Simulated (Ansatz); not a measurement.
Harmonic frequencies (cm⁻¹) at PBE0-D4/def2-TZVP from Ansatz: 65, 97, 98, 161, 236, 236, 332, 440, 490, 672, 899, 906, 1052, 2447, 2458.

Each molecule was computed in one conformer, which needn't be the lowest.

Q: Which molecule is it?
A. `[F][Al-]([F])([F])[SeH2+]`
B. `[OH2+][Ga-]([Cl])([Cl])[Cl]`
C. `[OH][In-]([OH])([OH])[PH3+]`
D. `[BH3-][NH3+]`

A: A.
